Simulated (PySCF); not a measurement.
Compound: C₂H₆BFO₂.
InChI=1S/C2H6BFO2/c1-2-6-3(4)5/h5H,2H2,1H3

Torsions of this conformer, `[CH3:1][CH2:2][O:3][B:4]([OH:5])[F:6]`: C1–C2–O3–B4 -151°, C2–O3–B4–O5 0°, H–O5–B4–O3 180°.

The closed-shell ground state was solved at several levels (PySCF, density fitting, gas phase, non-relativistic). The structure is a single GFN2-xTB conformer in the gas phase; no vibrational or solvent corrections.

| level | basis functions | total energy (Eh) | HOMO (eV) | LUMO (eV) | gap (eV) | dipole (D) |
| --- | --- | --- | --- | --- | --- | --- |
| B3LYP/pcJ-1 | 222 | -355.1545 | -8.46 | 0.89 | 9.35 | 1.89 |
| CAM-B3LYP/def2-SVPD | 177 | -354.7654 | -10.29 | 0.60 | 10.89 | 1.90 |

Question: What might PBE0/pcSseg-1 (132 basis functions) give for the same quantities?

Answer: Total energy -354.7140 Eh, HOMO -8.72 eV, LUMO 1.27 eV, gap 9.99 eV, dipole 1.91 D.

Question: Over all these levels, which gives the widest orbital gap and which the narrowest?

Answer: CAM-B3LYP/def2-SVPD (range-separated hybrid) has the widest, 10.89 eV, and B3LYP/pcJ-1 (global hybrid, 20 % exact exchange) the narrowest, 9.35 eV. Functional and basis both differ between the two, so the spread mixes both effects.

Question: How far do the dipole and the HOMO energy spread over the levels?

Answer: The dipole runs from 1.89 to 1.91 D (mean 1.90 D) and the HOMO from -10.29 to -8.46 eV.
